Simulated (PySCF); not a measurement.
## Electric field gradients and quadrupole coupling constants

Species: C2H7BN2.
Structure used (PBE0-D3(BJ)/def2-SVP), in Å, numbered top down from 1:
```xyz
12
C2H7BN2 angstrom
B     -0.942    1.064   -0.142
N      0.464    1.180   -0.228
C      1.115   -0.101   -0.036
C     -0.049   -1.103    0.184
N     -1.248   -0.293    0.106
H     -1.738    1.963   -0.260
H      1.019    2.005   -0.388
H      1.798   -0.093    0.833
H      1.724   -0.392   -0.912
H      0.047   -1.609    1.163
H     -0.035   -1.898   -0.584
H     -2.152   -0.725    0.212
```

Field gradients from the PBE0/pcSseg-1 density (PySCF, non-relativistic), principal values in atomic units, ordered |Vxx| ≤ |Vyy| ≤ |Vzz|:

```csv
atom,Vxx,Vyy,Vzz
B1,-0.1350,-0.1917,0.3267
N2,0.1965,0.7380,-0.9345
N5,0.1964,0.7381,-0.9345
```

Problem. Find the asymmetry η = (Vxx − Vyy)/Vzz and the couplings χ = eQV/h (234.96 MHz × Q in barn × V in au), with Q(11B) = 0.04059 b, Q(14N) = 0.02044 b.

Solution. 
```
atom             environment  nucleus     η  χzz (MHz)  χxx (MHz)  χyy (MHz)
  B1  three-coordinate boron      11B  0.17      3.116     -1.287     -1.829
  N2    boron-bound nitrogen      14N  0.58     -4.488      0.944      3.545
  N5    boron-bound nitrogen      14N  0.58     -4.488      0.943      3.545
```

The tensor is traceless: Vxx + Vyy + Vzz = 0.

Problem. What is Vzz at N5 in SI units (1 au = 9.71736 × 10²¹ V/m²)?

Solution. -0.9345 au = -9.081 × 10²¹ V/m².

Problem. What couplings would deuterons (Q(2H) = 0.00286 b) have in place of the hydrogens, at this geometry?

Solution. 
```csv
atom,bonded to,bond length (Å),Vzz (au),η,χzz (kHz)
H6,B1,1.206,0.2068,0.00,139
H7,N2,1.007,0.4231,0.16,284
H8,C3,1.105,0.2772,0.04,186
H9,C3,1.105,0.2772,0.04,186
H10,C4,1.105,0.2773,0.04,186
H11,C4,1.106,0.2771,0.04,186
H12,N5,1.007,0.4231,0.16,284
```

Geometry: PBE0-D3(BJ)/def2-SVP; no solvent, vibrations or thermal averaging. A larger basis could move these couplings by a tenth or more.

These values come from a run that also computed NMR shieldings. On one thread, x86-64 server, shared host, this took 13 s of wall time.
